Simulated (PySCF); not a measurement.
CH3Cl2NSi2, SMILES Cl[Si]1(Cl)N=C[SiH2]1.

Coordinates come from a B3LYP-D3(BJ)/def2-SVP optimisation. This is a generated structure with no PubChem entry under its InChIKey; it may be hypothetical.

These are B3LYP-D3(BJ)/def2-SVP in PySCF 2.14.0 values and carry that method's errors.

Frequencies are harmonic and unscaled.

```json
[
 {"mode": "1", "ν (cm⁻¹)": "89", "IR (km/mol)": "0.0", "moving atoms (share of kinetic energy)": "Cl 44 %, Si 26 %, C 17 %, H 10 %"},
 {"mode": "2", "ν (cm⁻¹)": "119", "IR (km/mol)": "0.0", "moving atoms (share of kinetic energy)": "Cl 25 %, H 25 %, C 22 %, Si 19 %, N 9 %"},
 {"mode": "3", "ν (cm⁻¹)": "161", "IR (km/mol)": "4.7", "moving atoms (share of kinetic energy)": "Cl 71 %, Si 22 %"},
 {"mode": "4", "ν (cm⁻¹)": "199", "IR (km/mol)": "3.6", "moving atoms (share of kinetic energy)": "Si 50 %, Cl 26 %, N 17 %"},
 {"mode": "5", "ν (cm⁻¹)": "284", "IR (km/mol)": "18.8", "moving atoms (share of kinetic energy)": "N 51 %, H 33 %, Cl 10 %"},
 {"mode": "6", "ν (cm⁻¹)": "348", "IR (km/mol)": "2.5", "moving atoms (share of kinetic energy)": "Cl 58 %, Si 21 %, N 10 %"},
 {"mode": "7", "ν (cm⁻¹)": "462", "IR (km/mol)": "17.5", "moving atoms (share of kinetic energy)": "H 59 %, Cl 15 %, Si 13 %, N 9 %"},
 {"mode": "8", "ν (cm⁻¹)": "462", "IR (km/mol)": "5.9", "moving atoms (share of kinetic energy)": "Si 66 %, N 14 %, C 12 %"},
 {"mode": "9", "ν (cm⁻¹)": "545", "IR (km/mol)": "129.7", "moving atoms (share of kinetic energy)": "Si 40 %, H 19 %, Cl 15 %, C 15 %, N 11 %"},
 {"mode": "10", "ν (cm⁻¹)": "586", "IR (km/mol)": "4.9", "moving atoms (share of kinetic energy)": "H 91 %"},
 {"mode": "11", "ν (cm⁻¹)": "613", "IR (km/mol)": "127.4", "moving atoms (share of kinetic energy)": "Si 65 %, Cl 24 %"},
 {"mode": "12", "ν (cm⁻¹)": "657", "IR (km/mol)": "53.9", "moving atoms (share of kinetic energy)": "Si 35 %, H 35 %, C 24 %"},
 {"mode": "13", "ν (cm⁻¹)": "750", "IR (km/mol)": "32.1", "moving atoms (share of kinetic energy)": "N 50 %, Si 24 %, H 15 %, C 10 %"},
 {"mode": "14", "ν (cm⁻¹)": "767", "IR (km/mol)": "157.0", "moving atoms (share of kinetic energy)": "H 42 %, Si 28 %, C 20 %, N 10 %"},
 {"mode": "15", "ν (cm⁻¹)": "897", "IR (km/mol)": "37.0", "moving atoms (share of kinetic energy)": "H 71 %, C 27 %"},
 {"mode": "16", "ν (cm⁻¹)": "941", "IR (km/mol)": "88.4", "moving atoms (share of kinetic energy)": "H 92 %"},
 {"mode": "17", "ν (cm⁻¹)": "1286", "IR (km/mol)": "17.4", "moving atoms (share of kinetic energy)": "H 80 %, C 12 %"},
 {"mode": "18", "ν (cm⁻¹)": "1580", "IR (km/mol)": "41.6", "moving atoms (share of kinetic energy)": "C 53 %, N 46 %"},
 {"mode": "19", "ν (cm⁻¹)": "2206", "IR (km/mol)": "95.7", "moving atoms (share of kinetic energy)": "H 98 %"},
 {"mode": "20", "ν (cm⁻¹)": "2222", "IR (km/mol)": "84.2", "moving atoms (share of kinetic energy)": "H 96 %"},
 {"mode": "21", "ν (cm⁻¹)": "3027", "IR (km/mol)": "41.9", "moving atoms (share of kinetic energy)": "H 92 %, C 8 %"}
]
```
